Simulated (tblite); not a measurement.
Species: CH4ClGeNO.
Geometry (GFN2-xTB, Å), atoms numbered from 1 in this order:
```
atom  x, y, z in Å
O1     0.869    1.451    0.723
C2     1.359    0.535    0.103
N3     0.604   -0.495   -0.302
Ge4   -1.201   -0.293    0.144
Cl5   -1.994    1.187   -1.081
H6     2.431    0.492   -0.154
H7     1.024   -1.245   -0.829
H8    -1.310    0.016    1.603
H9    -1.768   -1.642   -0.231
```

Computed with GFN2-xTB (tblite): harmonic, unscaled wavenumbers at the GFN2-xTB geometry, gas phase. The method is semi-empirical: single wavenumbers can be off by several per cent or more. Modes of hydrogen on germanium can be 10 to 20 % off. One conformer, not necessarily the lowest.

Harmonic wavenumbers (cm⁻¹): 76.8, 131.5, 162.1, 289.1, 391.7, 454.3, 493.0, 525.5, 585.7, 678.9, 759.3, 778.9, 936.6, 1120.1, 1299.2, 1358.5, 1716.6, 1912.7, 2012.1, 2806.8, 3443.3.

A = 4022, B = 2016, C = 1577 MHz; mass 154.919 u (most abundant isotopes); point group C1, symmetry number 1.

What is the zero-point energy?

Half the sum of the wavenumbers: 10966 cm⁻¹ = 131.19 kJ/mol.

Give the ideal-gas entropy at 200 K and 1 bar in the rigid-rotor, harmonic-oscillator model (classical rotation).

Translation 163.45, rotation 110.59, vibration 40.51: S = 314.6 J/(mol K).

And Cp and H(200 K) − H(0)?

Cp = 83.08 J/(mol K), of which vibrations give 49.82 (their classical limit is 21 R = 174.6); H(200 K) − H(0) = 11.36 kJ/mol without the zero-point energy, 4.71 from vibrations.

What must be added to the electronic energy to get the Gibbs energy at 200 K and 1 bar?

ZPE + [H(200 K) − H(0)] − T·S = 131.19 + 11.36 − 62.91 = 79.64 kJ/mol.

How do the functions run with temperature in this model?

```json
{"T (K)": "50", "S (J/(mol K))": "232.6", "Cp (J/(mol K))": "43.6", "H − H(0) (kJ/mol)": "1.83", "G − H(0) (kJ/mol)": "-9.80", "ln q(vib)": "0.15"}
{"T (K)": "100", "S (J/(mol K))": "267.1", "Cp (J/(mol K))": "57.0", "H − H(0) (kJ/mol)": "4.36", "G − H(0) (kJ/mol)": "-22.35", "ln q(vib)": "0.69"}
{"T (K)": "298.15", "S (J/(mol K))": "352.0", "Cp (J/(mol K))": "105.0", "H − H(0) (kJ/mol)": "20.64", "G − H(0) (kJ/mol)": "-84.31", "ln q(vib)": "3.45"}
{"T (K)": "373.15", "S (J/(mol K))": "377.1", "Cp (J/(mol K))": "118.4", "H − H(0) (kJ/mol)": "29.03", "G − H(0) (kJ/mol)": "-111.67", "ln q(vib)": "4.54"}
{"T (K)": "500", "S (J/(mol K))": "414.3", "Cp (J/(mol K))": "135.9", "H − H(0) (kJ/mol)": "45.22", "G − H(0) (kJ/mol)": "-161.92", "ln q(vib)": "6.32"}
{"T (K)": "750", "S (J/(mol K))": "474.1", "Cp (J/(mol K))": "158.9", "H − H(0) (kJ/mol)": "82.32", "G − H(0) (kJ/mol)": "-273.27", "ln q(vib)": "9.58"}
{"T (K)": "1000", "S (J/(mol K))": "521.9", "Cp (J/(mol K))": "173.1", "H − H(0) (kJ/mol)": "123.96", "G − H(0) (kJ/mol)": "-397.98", "ln q(vib)": "12.47"}
```

q(vib) and H(0) count from the zero-point level.

Blend soft modes into free rotors: weight 1/[1 + (100 cm⁻¹/ν̃)⁴] for the oscillator and the rest for a rotor with moment μB/(μ + B), μ = h/(8π²ν), B = 10⁻⁴⁴ kg m². What vibrational entropy results?

39.23 J/(mol K) in place of 40.51, which changes −T·S at 200 K by +0.26 kJ/mol.

Hindered rotation and anharmonicity are outside this model. Other conformers, if any are populated, would add a mixing term that is left out. The structure is chiral; the term R ln 2 for an equal mix with its mirror image is left out.
